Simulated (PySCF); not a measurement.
Ba (barium, neutral) across methods

[Xe] 6s2, closed-shell 1S. Computed with PySCF 2.14 in def2-QZVPPD with the def2 core potential (46 electrons), with scalar relativity through the core potential.

```tsv
method	E (hartree)	mean ε 5s (eV)	mean ε 5p (eV)	mean ε 6s (eV)	Σ⟨r²⟩ (bohr²)	⟨S²⟩
PBE0	-25.4465	-37.389	-20.907	-3.686	85.15	0.000
PBEsol	-25.4014	-34.586	-19.189	-3.234	84.04	0.000
PBE	-25.4671	-34.748	-19.315	-3.217	84.42	0.000
LC-wPBE	-25.4600	-41.033	-23.937	-5.066	86.17	0.000
r2SCAN	-25.4498	-35.952	-20.029	-3.259	86.19	0.000
B97-3	-25.4671	-37.625	-20.977	-3.594	85.38	0.000
LDA	-25.3776	-34.514	-19.146	-3.331	83.44	0.000
TPSSh	-25.4520	-36.287	-20.214	-3.393	85.89	0.000
```

(1) Estimate the same row for UHF.

Energies and moments cover only the electrons outside the core potential. Spin-orbit coupling, which splits the p, d and f shells strongly at this Z, is absent.

Results:

(1) E (hartree) = -25.09522; mean ε 5s (eV) = -44.405; mean ε 5p (eV) = -24.814; mean ε 6s (eV) = -4.423; Σ⟨r²⟩ (bohr²) = 91.19; ⟨S²⟩ = 0.000.
